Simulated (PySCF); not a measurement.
Species: butyl acetate, C6H12O2.
Atom-mapped SMILES: `[CH3:1][CH2:2][CH2:3][CH2:4][O:5][C:6]([CH3:7])=[O:8]` (hydrogens: H9, H10, H11 on C1; H12, H13 on C2; H14, H15 on C3; H16, H17 on C4; H18, H19, H20 on C7)

The same species was optimised twice, with GFN2-xTB and with PBE0-D3(BJ)/def2-SVP (PySCF), and the same property calculations (PySCF, gas phase) were run on both structures.

```tsv
coordinate	GFN2-xTB	PBE0-D3(BJ)/def2-SVP	change
C3–C4 (Å)	1.527	1.517	-0.010
C6–C7 (Å)	1.507	1.502	-0.005
O5–C6 (Å)	1.337	1.340	+0.003
C4–O5 (Å)	1.429	1.426	-0.003
C2–C3 (Å)	1.528	1.526	-0.002
C1–C2 (Å)	1.524	1.523	-0.001
C6=O8 (Å)	1.203	1.203	0.000
C1–C2–C3 (°)	113.0	114.5	+1.5
C2–C3–C4 (°)	112.7	113.4	+0.7
O5–C6–C7 (°)	111.0	111.5	+0.5
C3–C4–O5 (°)	111.0	111.5	+0.5
O5–C6–O8 (°)	124.1	123.8	-0.3
C7–C6–O8 (°)	125.0	124.7	-0.3
C4–O5–C6 (°)	117.2	116.9	-0.3
C1–C2–C3–C4 (°)	65	64	-1
C2–C3–C4–O5 (°)	172	173	+1
C3–C4–O5–C6 (°)	85	86	+1
C4–O5–C6–C7 (°)	180	178	-2
```

Rotational constants: A = 5088, B = 920.4, C = 849.3 MHz (GFN2-xTB) against A = 5103, B = 915.2, C = 844.2 MHz (PBE0-D3(BJ)/def2-SVP). Point groups within 0.08 Å: C1 and C1.

On the GFN2-xTB structure: HOMO (eV) -7.89 [PBE0/pcSseg-1]; LUMO (eV) 0.47 [PBE0/pcSseg-1]; dipole (D) 1.76 [PBE0/pcSseg-1]; GIAO shielding of C1 (ppm) 171.6 [PBE0/pcSseg-1]; GIAO shielding of C2 (ppm) 163.6 [PBE0/pcSseg-1]; GIAO shielding of C3 (ppm) 153.6 [PBE0/pcSseg-1]; GIAO shielding of C4 (ppm) 120.0 [PBE0/pcSseg-1]; GIAO shielding of O5 (ppm) 113.8 [PBE0/pcSseg-1]; GIAO shielding of C6 (ppm) 10.8 [PBE0/pcSseg-1]; GIAO shielding of C7 (ppm) 163.8 [PBE0/pcSseg-1]; GIAO shielding of O8 (ppm) -95.1 [PBE0/pcSseg-1].

**Question.** What do these properties become on the PBE0-D3(BJ)/def2-SVP structure?

**Answer.** 
```csv
property,level,on GFN2-xTB,on PBE0-D3(BJ)/def2-SVP,change
HOMO (eV),PBE0/pcSseg-1,-7.89,-7.90,-0.01
LUMO (eV),PBE0/pcSseg-1,0.47,0.43,-0.04
dipole (D),PBE0/pcSseg-1,1.76,1.71,-0.05
"energy, GFN2-xTB geometry as zero (kcal/mol)",PBE0/pcSseg-1,0.0,-0.4,-0.4
GIAO shielding of C1 (ppm),PBE0/pcSseg-1,171.6,169.9,-1.7
GIAO shielding of C2 (ppm),PBE0/pcSseg-1,163.6,162.4,-1.2
GIAO shielding of C3 (ppm),PBE0/pcSseg-1,153.6,153.4,-0.2
GIAO shielding of C4 (ppm),PBE0/pcSseg-1,120.0,119.8,-0.2
GIAO shielding of O5 (ppm),PBE0/pcSseg-1,113.8,113.5,-0.3
GIAO shielding of C6 (ppm),PBE0/pcSseg-1,10.8,10.4,-0.4
GIAO shielding of C7 (ppm),PBE0/pcSseg-1,163.8,162.7,-1.1
GIAO shielding of O8 (ppm),PBE0/pcSseg-1,-95.1,-97.7,-2.6
```

The heavy atoms differ by 0.017 Å rms after alignment. Among bonds between heavy atoms C3–C4 changes most (-0.010 Å). Changes are differences of the printed values. Neither structure is proved a minimum here.

Conformer computed: `[CH3:1][CH2:2][CH2:3][CH2:4][O:5][C:6]([CH3:7])=[O:8]`: C1–C2–C3–C4 64°, C2–C3–C4–O5 173°, C3–C4–O5–C6 86°, C4–O5–C6–C7 178°.
